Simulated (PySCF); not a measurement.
Compound: CH3Cl2FGe.
Bonds: F1–Ge2, Ge2–C3, C3–Cl4, C3–Cl5. Hydrogens: H6, H7 on Ge2; H8 on C3.

Computed with PySCF at CAM-B3LYP/def2-SVPD, non-relativistic, on one gas-phase PBE0-D3(BJ)/def2-SVP geometry that isn't relaxed in the solvent. The solvent is an IEF-PCM continuum (van der Waals radii × 1.2), and excitations are vertical TDDFT with non-equilibrium linear response and a frozen core. The model holds no explicit solvent molecules, cavitation or dispersion. Spin–orbit coupling is left out although an atom past zinc is present.

Gas-phase singlets (H = HOMO, L = LUMO):

| state | E (eV) | λ (nm) | f | leading configurations |
| --- | --- | --- | --- | --- |
| S1 | 6.418 | 193 | 0.011 | H→L 76%, H→L+1 14% |
| S2 | 6.913 | 179 | 0.002 | H→L+1 54%, H-1→L 10% |
| S3 | 7.154 | 173 | 0.021 | H-1→L 50%, H-1→L+1 18% |
| S4 | 7.461 | 166 | 0.012 | H-2→L 50%, H-1→L+1 13%, H-2→L+1 12% |
| S5 | 7.527 | 165 | 0.001 | H-3→L 30%, H→L+1 16%, H→L+4 13% |

Task: What are the lowest 5 singlets in acetonitrile (ε = 35.69)?

Result: 
```tsv
state	E (eV)	λ (nm)	f	leading configurations	change by rank (eV)
S1	6.424	193	0.013	H→L 72%, H→L+1 18%	+0.006
S2	6.933	179	0.005	H→L+1 56%, H→L 12%	+0.020
S3	7.218	172	0.027	H-1→L 52%, H-1→L+1 20%	+0.064
S4	7.523	165	0.016	H-2→L 47%, H-2→L+1 17%, H-1→L+1 11%	+0.062
S5	7.574	164	0.003	H-3→L 24%, H→L+3 17%, H→L+1 10%	+0.047
```

Task: How do the frontier levels move from gas to acetonitrile?

Result: 
```json
{"orbital": "LUMO+2", "gas (eV)": "0.96", "solvent (eV)": "1.25", "change (eV)": "+0.29", "Löwdin shares, gas": "Ge2 40 %, Cl4 14 %, H7 14 %, H6 9 %", "Löwdin shares, solvent": "Ge2 37 %, Cl4 19 %, Cl5 12 %, H7 10 %"}
{"orbital": "LUMO+1", "gas (eV)": "0.55", "solvent (eV)": "0.73", "change (eV)": "+0.18", "Löwdin shares, gas": "Cl5 30 %, Ge2 25 %, C3 13 %, H7 9 %", "Löwdin shares, solvent": "Cl5 36 %, Ge2 22 %, C3 14 %, Cl4 8 %"}
{"orbital": "LUMO", "gas (eV)": "0.27", "solvent (eV)": "0.44", "change (eV)": "+0.17", "Löwdin shares, gas": "Cl4 35 %, C3 17 %, Ge2 16 %, Cl5 14 %", "Löwdin shares, solvent": "Cl4 34 %, Ge2 18 %, C3 16 %, Cl5 13 %"}
{"orbital": "HOMO", "gas (eV)": "-9.85", "solvent (eV)": "-9.69", "change (eV)": "+0.16", "Löwdin shares, gas": "Cl5 34 %, Cl4 25 %, C3 20 %, Ge2 11 %", "Löwdin shares, solvent": "Cl5 32 %, Cl4 26 %, C3 21 %, Ge2 12 %"}
{"orbital": "HOMO-1", "gas (eV)": "-10.59", "solvent (eV)": "-10.51", "change (eV)": "+0.08", "Löwdin shares, gas": "Cl5 55 %, Cl4 39 %", "Löwdin shares, solvent": "Cl5 49 %, Cl4 43 %"}
{"orbital": "HOMO-2", "gas (eV)": "-11.07", "solvent (eV)": "-10.94", "change (eV)": "+0.13", "Löwdin shares, gas": "Cl4 43 %, Cl5 34 %, C3 15 %", "Löwdin shares, solvent": "Cl4 44 %, Cl5 33 %, C3 16 %"}
{"orbital": "HOMO-3", "gas (eV)": "-11.18", "solvent (eV)": "-11.03", "change (eV)": "+0.15", "Löwdin shares, gas": "Cl4 48 %, Cl5 32 %, C3 9 %, Ge2 5 %", "Löwdin shares, solvent": "Cl4 35 %, Cl5 32 %, Ge2 10 %, C3 7 %"}
```

The HOMO–LUMO gap goes from 10.12 to 10.13 eV.

Conformer computed: `[F:1][GeH2:2][CH:3]([Cl:4])[Cl:5]`: F1–Ge2–C3–Cl4 175°.
